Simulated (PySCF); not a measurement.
Harmonic spectrum computed at B3LYP in the def2-TZVP basis family (core potentials from Rb on, PySCF, no spin–orbit coupling):

```
symmetry  ω (cm⁻¹)  IR (km/mol)
      a1       248         26.2
      b2       254          0.4
      a1       344         27.0
```

Question: Which molecule gave it? In each, all ligands are bound to the one heavy central atom.
A. ZrO₂ (singlet)
B. TiO₂ (singlet)
C. KO₂ (quartet)
D. SrO₂ (triplet)

Answer: C. It has C2v symmetry with K–O 2.513 Å (×2).
